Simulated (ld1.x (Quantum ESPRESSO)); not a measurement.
**Ho (Z = 67) PAW: all-electron and pseudo phase curves**

```json
{
 "Element": "Ho",
 "Generator": "ld1.x (Quantum ESPRESSO) 7.5",
 "Type": "PAW",
 "Functional": "LDA (PZ)",
 "Relativity": "fully relativistic",
 "Frozen core": "[Kr]",
 "Valence charge": "31",
 "Reference configuration": "4d10 4f11 5s2 5p6 5d0 6s2 6p0",
 "Partial waves": "5s (bound): rcut 1.95, rcutus 2.20 bohr; 6s (bound): rcut 1.95, rcutus 2.20 bohr; 5p (bound): rcut 2.25, rcutus 2.55 bohr; 6p (bound, empty): rcut 2.25, rcutus 2.55 bohr; 4d (bound): rcut 0.80, rcutus 1.05 bohr; 5d (bound, empty): rcut 0.80, rcutus 1.05 bohr; 4f (bound): rcut 0.80, rcutus 0.90 bohr; 4f channel at 1.85 Ry: rcut 0.80, rcutus 0.90 bohr",
 "Local potential": "all-electron potential smoothed inside 0.80 bohr (lloc = -1)",
 "Core correction": "Bessel-smoothed model core, default radius (core density twice the valence density)",
 "Augmentation charge": "PSQ, inside the norm-conserving radii"
}
```

Open shells are filled in proportion to 2j + 1 (rel_dist='average').

The phase is arctan(r·u′/u) with u = r·R(r), unwrapped; energies in Ry, scanned from -14 to 5 Ry. A pole is an energy at which the radial function vanishes at the test radius. The pseudo phase is shifted by a multiple of π to meet the all-electron one at the reference energy, and phase errors are pseudo minus all-electron; the curves can meet again beyond the range given. Levels narrower than the energy grid can be missing from the lists of poles.

```csv
channel,radius (bohr),reference energy (Ry),"poles, all-electron","poles, pseudo",unbroken range about the reference energy with phases within 0.05 rad,phase error 1 Ry above the reference energy (rad)
s,2.76,-0.29,"-3.64, 3.02","-3.64, 3.30",below 4.9,+0.014
p1/2,2.76,-0.10,"-2.02, 4.20",-2.01,-2.2 to 0.4,+0.371
p3/2,2.76,-0.08,"-1.57, 4.69",-1.56,-1.9 to 0.6,+0.143
d3/2,2.76,-0.10,0.89,0.89,the whole range,-0.000
d5/2,2.76,-0.08,0.96,0.96,the whole range,-0.000
f5/2,2.76,-0.29,"-0.25, 4.02","-0.25, 4.02",the whole range,+0.000
f7/2,2.76,-0.22,"-0.17, 4.05","-0.17, 4.05",the whole range,+0.000
```

The ghost test of this file was not conclusive.

Phases in the d3/2 channel:

```csv
E (Ry),all-electron,pseudo
-14.00,1.473,1.473
-13.52,1.472,1.472
-13.04,1.470,1.470
-12.56,1.468,1.468
-12.08,1.466,1.466
-11.60,1.464,1.464
-11.12,1.461,1.461
-10.64,1.459,1.459
-10.16,1.456,1.456
-9.68,1.453,1.453
-9.20,1.450,1.450
-8.72,1.447,1.447
-8.24,1.443,1.443
-7.76,1.439,1.439
-7.28,1.435,1.435
-6.80,1.430,1.430
-6.32,1.424,1.424
-5.84,1.418,1.418
-5.36,1.411,1.411
-4.88,1.403,1.403
-4.40,1.394,1.394
-3.92,1.382,1.382
-3.44,1.368,1.368
-2.96,1.350,1.350
-2.48,1.327,1.327
-2.00,1.293,1.293
-1.52,1.240,1.240
-1.04,1.139,1.139
-0.56,0.857,0.857
-0.08,-0.477,-0.477
0.40,-1.362,-1.362
0.88,-1.569,-1.569
1.36,-1.674,-1.674
1.84,-1.763,-1.763
2.32,-1.873,-1.875
2.80,-2.072,-2.077
3.28,-2.619,-2.639
3.76,-3.764,-3.790
4.24,-4.285,-4.296
4.72,-4.470,-4.476
```
